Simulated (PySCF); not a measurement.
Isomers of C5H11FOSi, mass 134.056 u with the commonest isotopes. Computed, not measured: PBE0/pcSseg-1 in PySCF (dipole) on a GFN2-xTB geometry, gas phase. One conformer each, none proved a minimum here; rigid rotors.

Problem. Order these by out-of-plane moment Σ m c² = (Ia + Ib − Ic)/2, smallest first.
A. `[CH3:1][C@@H:2]1[CH2:3][O:4][CH2:5][C@@H:6]([F:7])[SiH2:8]1` with C1–C2–C3–O4 176°, C2–C3–O4–C5 76°, C3–O4–C5–C6 -69°, O4–C5–C6–F7 -73°
B. `[CH3:1][CH2:2][O:3]/[C:4]([SiH3:5])=[CH:6]\[CH2:7][F:8]` with C1–C2–O3–C4 177°, C2–O3–C4–Si5 -13°, C4–C6–C7–F8 -153°
C. `[CH3:1][CH2:2]/[CH:3]=[CH:4]/[CH2:5][O:6][SiH2:7][F:8]` with C1–C2–C3–C4 125°, C3–C4–C5–O6 -117°, C4–C5–O6–Si7 -159°, C5–O6–Si7–F8 -179°
D. `[CH3:1][CH2:2][O:3]/[C:4]([CH3:5])=[CH:6]\[SiH2:7][F:8]` with C1–C2–O3–C4 179°, C2–O3–C4–C5 8°, C4–C6–Si7–F8 179°

Solution. D (7.89 u·Å²), B (11.08 u·Å²), C (15.02 u·Å²), A (38.86 u·Å²).

Problem. Order these by rotational constant A, largest first.
A. `[CH3:1][C@@H:2]1[CH2:3][O:4][CH2:5][C@@H:6]([F:7])[SiH2:8]1` with C1–C2–C3–O4 176°, C2–C3–O4–C5 76°, C3–O4–C5–C6 -69°, O4–C5–C6–F7 -73°
B. `[CH3:1][CH2:2][O:3]/[C:4]([SiH3:5])=[CH:6]\[CH2:7][F:8]` with C1–C2–O3–C4 177°, C2–O3–C4–Si5 -13°, C4–C6–C7–F8 -153°
C. `[CH3:1][CH2:2][O:3]/[C:4]([CH3:5])=[CH:6]\[SiH2:7][F:8]` with C1–C2–O3–C4 179°, C2–O3–C4–C5 8°, C4–C6–Si7–F8 179°
D. `[CH3:1][CH2:2]/[CH:3]=[CH:4]/[CH2:5][O:6][SiH2:7][F:8]` with C1–C2–C3–C4 125°, C3–C4–C5–O6 -117°, C4–C5–O6–Si7 -159°, C5–O6–Si7–F8 -179°

Solution. D (6777 MHz), C (2685 MHz), A (2479 MHz), B (1817 MHz).

Problem. Order these by rotational constant C, largest first.
A. `[CH3:1][CH2:2]/[CH:3]=[CH:4]/[CH2:5][O:6][SiH2:7][F:8]` with C1–C2–C3–C4 125°, C3–C4–C5–O6 -117°, C4–C5–O6–Si7 -159°, C5–O6–Si7–F8 -179°
B. `[CH3:1][C@@H:2]1[CH2:3][O:4][CH2:5][C@@H:6]([F:7])[SiH2:8]1` with C1–C2–C3–O4 176°, C2–C3–O4–C5 76°, C3–O4–C5–C6 -69°, O4–C5–C6–F7 -73°
C. `[CH3:1][CH2:2][O:3]/[C:4]([CH3:5])=[CH:6]\[SiH2:7][F:8]` with C1–C2–O3–C4 179°, C2–O3–C4–C5 8°, C4–C6–Si7–F8 179°

Solution. B (1050 MHz), C (660.6 MHz), A (455.1 MHz).

```csv
SMILES,point group,Ia (u·Å²),Ib (u·Å²),Ic (u·Å²),κ,μa (D),μb (D),μc (D)
CCO/C(C)=C\[SiH2]F,near Cs,188.25,592.56,765.04,-0.81,4.83,1.11,0.10
C[C@@H]1COC[C@@H](F)[SiH2]1,C1,203.88,355.35,481.52,-0.48,1.54,0.40,1.92
CC/C=C/CO[SiH2]F,C1,74.57,1065.87,1110.40,-0.99,1.82,2.31,0.09
CCO/C([SiH3])=C\CF,C1,278.08,512.15,768.06,-0.43,3.10,0.05,0.33
```
